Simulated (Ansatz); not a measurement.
Geometry optimisation, RKS PBE/def2-SVP in Ansatz.

input.yaml

```yaml
crystal:
  periodic: [false, false, false]
  atoms:
    - { symbol: Zr, position_ang: [-0.540717, 0.0, -0.47002] }
    - { symbol: Cl, position_ang: [0.113868, 0.0, 3.198472] }
    - { symbol: Cl, position_ang: [1.774697, 0.0, -0.077835] }
    - { symbol: Cl, position_ang: [-0.995171, 1.897199, -1.75681] }
    - { symbol: Cl, position_ang: [-0.995171, -1.897199, -1.75681] }
    - { symbol: F, position_ang: [-1.900275, 0.0, 0.932956] }
    - { symbol: H, position_ang: [-1.197632, 0.0, 2.932845] }
basis:
  gaussian: { orbitals: def2-SVP }
hamiltonian:
  xc: pbe
relax:
  f_tol: 0.03
  max_steps: 50
```

Command:

```bash
$ ansatz run input.yaml --threads 4 --pin off --max-ram 5120MiB --backend cpu --events-out ev --progress --plain --runs-dir out
```

Where does it end, and by what steps?

The forces met the threshold. After 6 steps the energy has fallen by 0.096 eV; Cl2 moved furthest, 0.59 Å.

```tsv
step	energy less start (eV)	largest force component (eV/Å)	accepted
0	0.0000	0.979	yes
1	-0.0278	1.017	yes
2	-0.0481	1.097	yes
3	-0.0501	1.092	yes
4	-0.0513	1.262	yes
5	-0.0953	0.074	yes
6	-0.0958	0.019	yes
```

```xyz
7
Properties=species:S:1:pos:R:3
Zr -0.564 0.000 -0.651
Cl -0.075 0.000 3.759
Cl 1.709 0.000 -0.123
Cl -1.079 1.909 -1.896
Cl -1.079 -1.909 -1.896
F -1.627 0.000 0.941
H -1.026 0.000 2.869
```

Whether the end is a true minimum wasn't checked by a vibrational analysis.

The run took 15 s on 4 threads of Intel(R) Xeon(R) Platinum 8259CL CPU @ 2.50GHz (Skylake/Cascade Lake), on a shared host, peak memory 0.22 GiB.
